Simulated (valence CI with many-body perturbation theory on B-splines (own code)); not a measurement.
The numbers below are computed, except where a source is named.
## Ho³⁴⁺: magnetic and hyperfine properties of the levels

Level of theory: relativistic CI+MBPT: five valence electrons over a frozen Dirac-Fock core [Ar] 3d10, radial functions for each j: 9 s, 9 p, 8 d, 6 f, 3 g, 1 h, with the one-electron correlation potential Σ1, the two-electron term Σ2, the three-electron term Σ3, Breit, model QED; selected CI, second order for the rest (own B-spline code, finite nucleus).

No measured spectrum was set against this ion. As an estimate, large intervals hold to a few tenths of a per cent, small ones and those within an open d or f shell to about a per cent. Among the levels kept, up to 300 cm⁻¹ of a level comes from second order outside the variational space, and about a tenth of that is noise between levels of different J, which matters for small intervals.

A/g_I is the dipole constant over the nuclear g factor μ/I (μ in nuclear magnetons, uniformly magnetised nucleus), B/Q the quadrupole constant per barn. Both hold the static response of the core; the bare values leave it out. Large factors of s and p1/2 electrons are usually good to 5 to 10 %; those of open d and f shells near neutrality can be off by tens of per cent, and small factors of p3/2, d and f electrons come from cancelling terms and can be off by a factor of two or in sign, in half-filled shells by more. B is blank for J = 1/2, where it vanishes, and for nearly pure S terms. Energies count from the lowest level.

Levels are named by their leading jj configuration (3d3/2^4 stands for four electrons in 3d with j = 3/2), which in mixed levels can hold well under half, so a name can repeat and another be missing. Letters in brackets count levels of one name in rising energy.

```tsv
Level	E (cm⁻¹)	g	A/g_I (MHz)	A/g_I bare	B/Q (MHz/b)	B/Q bare
(4s^2 4p1/2^2 4p3/2) J=3/2	0	1.386	35600	34100	66300	63900
(4s^2 4p1/2 4p3/2^2) J=3/2	406040	1.446	-11300	-11200	12100	11600
(4s^2 4p1/2 4p3/2^2) J=5/2	443890	1.197	87600	84300	-302	-281
(4s^2 4p1/2 4p3/2^2) J=1/2	491440	0.661	287000	277000		
(4s^2 4p3/2^3) J=3/2	903880	1.293	38900	37300	-78400	-75500
(4s^2 4p1/2^2 4d3/2) J=3/2	1033400	0.838	3270	3680	898	1050
(4s 4p1/2^2 4p3/2^2) J=5/2	1037500	1.486	188000	181000	15900	15400
(4s 4p1/2^2 4p3/2^2) J=1/2	1157300	2.173	839000	809000		
(4s 4p1/2^2 4p3/2^2) J=3/2	1180200	1.130	-94800	-91300	-15200	-14600
(4s^2 4p1/2^2 4d5/2) J=5/2	1196200	1.206	23800	23300	21600	21000
(4s^2 4p1/2 4p3/2 4d3/2) J=3/2 [a]	1436800	1.010	53400	51700	-48800	-47000
(4s^2 4p1/2 4p3/2 4d3/2) J=5/2 [a]	1443400	0.991	75800	73400	-14300	-13600
(4s^2 4p1/2 4p3/2 4d3/2) J=1/2 [a]	1445000	0.294	80900	79200		
(4s 4p1/2 4p3/2^3) J=3/2	1463300	1.446	148000	143000	-41500	-40000
(4s^2 4p1/2 4p3/2 4d3/2) J=7/2	1482200	1.065	63200	61200	60100	58100
(4s 4p1/2 4p3/2^3) J=5/2	1508200	1.210	181000	175000	-79700	-76700
(4s^2 4p1/2 4p3/2 4d5/2) J=7/2 [a]	1539900	1.311	-10900	-10300	78900	76100
(4s^2 4p1/2 4p3/2 4d3/2) J=1/2 [b]	1570500	1.334	35800	33800		
(4s^2 4p1/2 4p3/2 4d3/2) J=5/2 [b]	1578800	1.261	10200	10100	43400	41900
(4s^2 4p1/2 4p3/2 4d5/2) J=9/2	1581000	1.203	47600	46100	64100	62000
(4s^2 4p1/2 4p3/2 4d3/2) J=3/2 [b]	1583600	1.194	-2090	-2030	12200	11700
(4s^2 4p1/2 4p3/2 4d5/2) J=3/2 [a]	1607800	1.147	-25800	-24500	-36200	-34800
(4s^2 4p1/2 4p3/2 4d3/2) J=1/2 [c]	1634600	1.868	-84100	-80500		
(4s^2 4p1/2 4p3/2 4d5/2) J=5/2 [a]	1649100	1.172	89200	86300	-42700	-41100
(4s^2 4p1/2 4p3/2 4d5/2) J=7/2 [b]	1667800	1.093	54100	52400	18700	18200
(4s^2 4p1/2 4p3/2 4d5/2) J=3/2 [b]	1674300	1.350	82500	79900	-18100	-17400
(4s^2 4p1/2 4p3/2 4d5/2) J=5/2 [b]	1694100	1.213	17500	17100	10700	10400
(4s^2 4p1/2 4p3/2 4d5/2) J=3/2 [c]	1712900	0.891	69500	67400	19500	18900
(4s^2 4p1/2 4p3/2 4d5/2) J=1/2	1745100	1.055	-104000	-99700		
(4s 4p3/2^4) J=1/2 [a]	1965400	1.774	374000	362000		
(4s^2 4p3/2^2 4d3/2) J=1/2	1987400	1.080	24700	22800		
(4s^2 4p3/2^2 4d3/2) J=3/2 [a]	1987900	1.169	26900	25900	-30600	-29600
(4s^2 4p3/2^2 4d3/2) J=5/2	1993600	1.205	39200	38000	-9660	-9360
(4s^2 4p3/2^2 4d5/2) J=7/2	1994300	1.272	21400	20900	14900	14400
(4s^2 4p3/2^2 4d5/2) J=9/2	2008500	1.235	21700	21100	40600	39300
(4s^2 4p3/2^2 4d3/2) J=7/2	2022000	1.083	29500	28500	4740	4870
(4s^2 4p3/2^2 4d3/2) J=3/2 [b]	2066200	0.925	19400	19200	26600	25800
(4s 4p1/2^2 4p3/2 4d3/2) J=5/2 [a]	2075900	1.319	138000	134000	19400	18700
(4s 4p1/2^2 4p3/2 4d3/2) J=3/2 [a]	2080500	1.405	130000	125000	-4660	-4600
(4s 4p1/2^2 4p3/2 4d3/2) J=1/2 [a]	2080500	2.641	478000	461000
```
